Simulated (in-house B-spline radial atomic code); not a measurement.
# B97-1 excitations of Yb

Method: B97-1. Computed with an all-electron radial atomic-structure program (B-spline basis): linear response of the closed shell [Xe] 4f14 6s2 with the functional's adiabatic kernel; scalar-relativistic (spin-free one-electron X2C), finite nucleus, no spin-orbit coupling, no double excitations, S, P, D and F terms only; shells from n = 4 respond. Only terms of natural parity with L up to 3 were computed.

Spin-orbit coupling is strong here, so these LS terms don't match observed levels.

Command:
```bash
python run_td.py task.json out
```
Settings (radii: box in bohr, nucleus in fm):
```
Z                        70
electrons                70
configuration            [Xe] 4f14 6s2
hamiltonian              x2c
method                   b97_1
box_radius               75
rms_radius               5.3108
intervals                76
```

Time taken, with all properties: 2.9 s on 1 thread of Intel(R) Xeon(R) Platinum 8488C (Sapphire Rapids), on a shared host.

The lowest states, in the order of their Tamm-Dancoff energies; the method's threshold (minus the highest occupied level) is 4.272 eV. Labels give the largest channel, * marks a mixed state, and oscillator strengths are full-response dipole values. Measured ¹D terms are left out, since they can mix with doubly excited terms. Semilocal kernels can invert the small singlet-triplet splittings of Rydberg terms. Energies in eV:

| state | full response | Tamm-Dancoff | oscillator strength | measured (J-weighted term) |
| --- | --- | --- | --- | --- |
| 6s → 6p 3P | 2.429 | 2.482 | - | 2.339 |
| 6s → 5d 3D | ? | ? | - | ? |
| 4f → 5d 3P | 2.889 | 2.948 | - | - |
| 6s → 6p 1P | 3.124 | 3.176 | 1.43 | 3.108 |
| 4f → 5d 3F | ? | ? | - | - |
| 4f → 6p 3D | 3.300 | 3.303 | - | - |

(1) Where does 4f → 5d 3F lie?

(2) Where does 6s → 5d 3D lie?

(3) How large is the singlet-triplet splitting of 6s → 6p (P terms) in Tamm-Dancoff?

(4) What polarisabilities and dispersion coefficient does the method give?

Results:

(1) At 3.188 eV in full response, 3.211 eV in Tamm-Dancoff.

(2) At 2.906 eV in full response, 2.941 eV in Tamm-Dancoff; measured 3.092 eV.

(3) 0.694 eV, from the unrounded values.

(4) Dipole 142.2 bohr³, quadrupole 2917 bohr⁵, C6 2010 hartree·bohr⁶ for two such species. Recommended dipole value: 139 ± 6 bohr³ (Schwerdtfeger and Nagle, table of static dipole polarizabilities (2023 update)), which includes relativity and correlation.
